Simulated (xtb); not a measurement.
C4H9KO (SMILES CC(C)(C)[O][K]), singlet, from a rough starting geometry (GFN-xTB shapes and energies of metal compounds can be far from the true ones); GFN2-xTB run with xtb 6.7.1.

xtb was given this input:
```
$ xtb mol.xyz --gfn 2 --opt vtight --json

# file mol.xyz
15

K      1.94261129     2.27762544     1.34292848
O      0.29288832     1.00808255     1.27991933
C      0.00973274     0.12854147     0.20357913
C      1.08019831    -0.89332026     0.03078695
C     -1.38602046    -0.56634362     0.59534170
C     -0.24021567     0.88479678    -1.08281271
H      0.75242255    -1.65582859    -0.75620649
H      1.30313046    -1.49873546     0.96144808
H      2.00859016    -0.46363861    -0.29068311
H     -1.20794836    -1.16407774     1.54475339
H     -1.59173196    -1.29814996    -0.16143925
H     -2.15363432     0.17120142     0.73052717
H      0.65090469     1.36094837    -1.44440776
H     -0.98183330     1.68282004    -0.92368284
H     -0.59936173     0.23925118    -1.86706807
```

### Question
Predict the main parts of the log of this xtb run.

### Answer

```
   ID    Z sym.   atoms
    1   19 K      1
    2    8 O      2
    3    6 C      3-6
    4    1 H      7-15

           -------------------------------------------------
          |                Calculation Setup                |
           -------------------------------------------------

molecular fragmentation (1/2 indicates fragments):
111111112111112
# atoms in fragment 1/2:    13     2
 fragment masses (1/2) :      110.20        2.02
CMA distance (Bohr)    :   3.747
constraining FC (au)   :  0.0500

           -------------------------------------------------
          |                 G F N 2 - x T B                 |
           -------------------------------------------------

          ...................................................
          :                      SETUP                      :
          :.................................................:
          :  # basis functions                  33          :
          :  # atomic orbitals                  33          :
          :  # shells                           21          :
          :  # electrons                        32          :
          :  max. iterations                   250          :
          :  Hamiltonian                  GFN2-xTB          :
          :  restarted?                      false          :
          :  GBSA solvation                  false          :
          :  PC potential                    false          :
          :  electronic temp.          300.0000000     K    :
          :  accuracy                    1.0000000          :
          :  -> integral cutoff          0.2500000E+02      :
          :  -> integral neglect         0.1000000E-07      :
          :  -> SCF convergence          0.1000000E-05 Eh   :
          :  -> wf. convergence          0.1000000E-03 e    :
          :  Broyden damping             0.4000000          :
          :  net charge                          0          :
          :  unpaired electrons                  0          :
          ...................................................

 iter      E             dE          RMSdq      gap      omega  full diag
   1    -17.0680576 -0.170681E+02  0.704E+00    0.52       0.0  T
   2    -17.5158962 -0.447839E+00  0.772E+00    6.01       1.0  T
   3    -17.5702537 -0.543575E-01  0.503E+00    4.41       1.0  T
   4    -17.6113493 -0.410956E-01  0.146E+00    1.07       1.0  T
   5    -17.6137122 -0.236288E-02  0.687E-01    0.72       1.0  T
   6    -17.6122474  0.146481E-02  0.101E+00    1.24       1.0  T
   7    -17.6123095 -0.620431E-04  0.818E-01    1.25       1.0  T
   8    -17.6013248  0.109847E-01  0.144E+00    0.63       1.0  T
   9    -17.6147938 -0.134690E-01  0.527E-01    0.75       1.0  T
  10    -17.6169932 -0.219944E-02  0.777E-02    0.86       1.0  T
  11    -17.6169822  0.110748E-04  0.934E-02    0.91       1.0  T
  12    -17.6170238 -0.416781E-04  0.515E-02    0.90       1.0  T
  13    -17.6170360 -0.121266E-04  0.293E-02    0.89       1.0  T
  14    -17.6170397 -0.378741E-05  0.169E-02    0.89       1.5  T
  15    -17.6170415 -0.176077E-05  0.461E-03    0.89       5.6  T
  16    -17.6170416 -0.117978E-06  0.167E-03    0.88      15.5  T
  17    -17.6170416 -0.165320E-07  0.543E-04    0.88      47.5  T
  18    -17.6170416 -0.183380E-08  0.117E-04    0.88     221.1  T

   *** convergence criteria satisfied after 18 iterations ***

         :::::::::::::::::::::::::::::::::::::::::::::::::::::
         ::                     SUMMARY                     ::
         :::::::::::::::::::::::::::::::::::::::::::::::::::::
         :: total energy             -17.417750261744 Eh    ::
         :: gradient norm              0.116939462277 Eh/a0 ::
         :: HOMO-LUMO gap              0.884453612146 eV    ::
         ::.................................................::
         :: SCC energy               -17.617026600192 Eh    ::
         :: -> isotropic ES            0.124153965380 Eh    ::
         :: -> anisotropic ES          0.005303183120 Eh    ::
         :: -> anisotropic XC          0.006312053242 Eh    ::
         :: -> dispersion             -0.009340722373 Eh    ::
         :: repulsion energy           0.199276338448 Eh    ::
         :: add. restraining           0.000000000000 Eh    ::
         :: total charge               0.000000000001 e     ::
         :::::::::::::::::::::::::::::::::::::::::::::::::::::

      -----------------------------------------------------------
     |                   =====================                   |
     |                        A N C O P T                        |
     |                   =====================                   |
     |               Approximate Normal Coordinate               |
     |                Rational Function Optimizer                |
      -----------------------------------------------------------
      -----------------------------------------------------------
     |                   =====================                   |
     |                        A N C O P T                        |
     |                   =====================                   |
     |               Approximate Normal Coordinate               |
     |                Rational Function Optimizer                |
      -----------------------------------------------------------

          ...................................................
          :                      SETUP                      :
          :.................................................:
          :   optimization level         verytight          :
          :   max. optcycles                   300          :
          :   ANC micro-cycles                  20          :
          :   degrees of freedom                39          :
          :.................................................:
          :   RF solver                   davidson          :
          :   write xtbopt.log                true          :
[...]
 * total energy  :   -17.4282089 Eh     change       -0.1045867E-01 Eh
 * total energy  :   -17.4303229 Eh     change       -0.2113986E-02 Eh
 * total energy  :   -17.4304887 Eh     change       -0.1657484E-03 Eh
 * total energy  :   -17.4305439 Eh     change       -0.5520410E-04 Eh
 * total energy  :   -17.4305643 Eh     change       -0.2047365E-04 Eh
 * total energy  :   -17.4305750 Eh     change       -0.1064437E-04 Eh
 * total energy  :   -17.4305836 Eh     change       -0.8656329E-05 Eh
 * total energy  :   -17.4305854 Eh     change       -0.1799310E-05 Eh
 * total energy  :   -17.4305866 Eh     change       -0.1125787E-05 Eh
 * total energy  :   -17.4305870 Eh     change       -0.4247937E-06 Eh
 * total energy  :   -17.4305872 Eh     change       -0.1746474E-06 Eh
 * total energy  :   -17.4305873 Eh     change       -0.9796496E-07 Eh
   *** GEOMETRY OPTIMIZATION CONVERGED AFTER 13 ITERATIONS ***
         :: total energy             -17.430587263723 Eh    ::
[...]
         :: add. restraining           0.000000000000 Eh    ::
         :: total charge               0.000000000429 e     ::
         :::::::::::::::::::::::::::::::::::::::::::::::::::::

           -------------------------------------------------
          |                Property Printout                |
           -------------------------------------------------

    * Orbital Energies and Occupations

         #    Occupation            Energy/Eh            Energy/eV
      -------------------------------------------------------------
         1        2.0000           -0.5969694             -16.2444
       ...           ...                  ...                  ...
         4        2.0000           -0.5518818             -15.0175
         5        2.0000           -0.5049926             -13.7415
         6        2.0000           -0.4699645             -12.7884
         7        2.0000           -0.4681165             -12.7381
         8        2.0000           -0.4679533             -12.7337
         9        2.0000           -0.4411881             -12.0053
        10        2.0000           -0.4351958             -11.8423
        11        2.0000           -0.4216189             -11.4728
        12        2.0000           -0.4082795             -11.1098
        13        2.0000           -0.4057027             -11.0397
        14        2.0000           -0.4033957             -10.9770
        15        2.0000           -0.3070870              -8.3563
        16        2.0000           -0.3066126              -8.3434 (HOMO)
        17                         -0.2728775              -7.4254 (LUMO)
        18                         -0.0779611              -2.1214
        19                         -0.0716272              -1.9491
        20                          0.0583892               1.5889
        21                          0.1381154               3.7583
        22                          0.1392745               3.7899
        23                          0.1442131               3.9242
        24                          0.1811507               4.9294
        25                          0.2389437               6.5020
        26                          0.2428897               6.6094
        27                          0.2468741               6.7178
       ...                                ...                  ...
        33                          0.4215249              11.4703
      -------------------------------------------------------------
                  HL-Gap            0.0337351 Eh            0.9180 eV
             Fermi-level           -0.2895197 Eh           -7.8782 eV

     #   Z          covCN         q      C6AA      α(0)
     1  19 K        1.926     0.671   154.176    39.340
     2   8 O        1.500    -0.702    27.895     7.122
     3   6 C        4.372     0.174    17.742     5.982
     4   6 C        3.984    -0.116    22.634     6.759
     5   6 C        3.756    -0.103    22.519     6.766
     6   6 C        3.989    -0.116    22.635     6.759
     7   1 H        0.925     0.021     2.718     2.578
     8   1 H        0.925     0.030     2.585     2.514
     9   1 H        1.031     0.007     2.929     2.673
    10   1 H        0.925     0.031     2.567     2.506
    11   1 H        0.925     0.014     2.834     2.633
    12   1 H        0.925     0.031     2.569     2.506
    13   1 H        1.034     0.007     2.930     2.674
    14   1 H        0.925     0.030     2.587     2.515
    15   1 H        0.925     0.021     2.715     2.577

 Mol. C6AA /au·bohr⁶  :       2372.334450
 Mol. C8AA /au·bohr⁸  :     105646.619260
 Mol. α(0) /au        :         95.904047

Wiberg/Mayer (AO) data.
largest (>0.10) Wiberg bond orders for each atom

 ---------------------------------------------------------------------------
     #   Z sym  total        # sym  WBO       # sym  WBO       # sym  WBO
 ---------------------------------------------------------------------------
     1  19 K    0.594 --     2 O    0.450
     2   8 O    1.676 --     3 C    1.103     1 K    0.450
     3   6 C    3.979 --     2 O    1.103     4 C    0.963     6 C    0.963
                             5 C    0.945
     4   6 C    3.991 --     8 H    0.988     7 H    0.987     9 H    0.965
                             3 C    0.963
     5   6 C    3.996 --    10 H    0.991    12 H    0.991    11 H    0.988
                             3 C    0.945
     6   6 C    3.991 --    14 H    0.988    15 H    0.986    13 H    0.965
                             3 C    0.963
     7   1 H    1.000 --     4 C    0.987
     8   1 H    0.999 --     4 C    0.988
     9   1 H    1.000 --     4 C    0.965
    10   1 H    0.999 --     5 C    0.991
    11   1 H    1.000 --     5 C    0.988
    12   1 H    0.999 --     5 C    0.991
    13   1 H    1.000 --     6 C    0.965
    14   1 H    0.999 --     6 C    0.988
    15   1 H    1.000 --     6 C    0.986
 ---------------------------------------------------------------------------

Topologies differ in total number of bonds
Writing topology from bond orders to xtbtopo.mol

molecular dipole:
                 x           y           z       tot (Debye)
 q only:        2.066       1.569       0.085
   full:        1.909       1.361      -0.069       5.963
molecular quadrupole (traceless):
                xx          xy          yy          xz          yz          zz
 q only:        4.692      15.040       5.045       7.675       5.391      -9.737
  q+dip:        3.948      13.273       4.926       7.481       4.855      -8.874
   full:        4.148      14.268       5.213       7.963       5.373      -9.360

optimized geometry written to: xtbopt.xyz

           -------------------------------------------------
          | TOTAL ENERGY              -17.430587263723 Eh   |
          | GRADIENT NORM               0.000109620538 Eh/α |
          | HOMO-LUMO GAP               0.917977667446 eV   |
           -------------------------------------------------
```
